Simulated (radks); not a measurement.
Spherical quantum dot in the effective-mass picture: electrons in a well V = -V0 / (1 + exp((r - R)/a)) with V0 = 10.8, R = 5.71, a = 0.52, with a point charge +2 (a donor) at the centre, all in effective atomic units (hartree* = m*/eps^2 hartree, bohr* = eps/m* bohr), one dielectric constant everywhere. Calculated with a radial shooting solver with Libxc functionals: non-relativistic Kohn-Sham, LDA (Slater exchange, Perdew-Wang correlation), spin-polarised, spherical densities. Levels are named by radial order and angular momentum (1s, 1p, 1d, 2s, ...), and open shells are averaged over m.

N = 20, configuration 1s2 1p6 1d10 2s2. This is the lowest configuration that the search found. Occupied and some empty levels:

level,occupation,eigenvalue (hartree*),<r> (bohr*)
1s,2,-6.1476,1.588
2s,2,-5.8892,2.894
1p,6,-5.8860,3.484
1d,10,-5.7008,3.663
1f,0,-5.4583,3.803
1g,0,-5.1640,3.925
2p,0,-5.1065,2.776

Energy (hartree*): total -168.326, kinetic 10.562, external -226.31, Hartree 53.911, exchange-correlation -6.4917. Static polarisability (adiabatic kernel): 701.4 bohr*^3.

Electron density:

r (bohr*),n(r) (e/bohr*^3)
0.315,1.056
0.667,0.3018
1.02,0.09827
1.37,0.04003
1.72,0.02600
2.07,0.02814
2.42,0.03741
2.77,0.04924
3.13,0.05900
3.48,0.06141
3.83,0.05315
4.18,0.03632
4.53,0.01843
4.88,0.006587
5.23,0.001577
5.58,0.0002505
5.94,0.00002716
6.29,2.224e-06
6.64,1.493e-07
6.99,8.984e-09
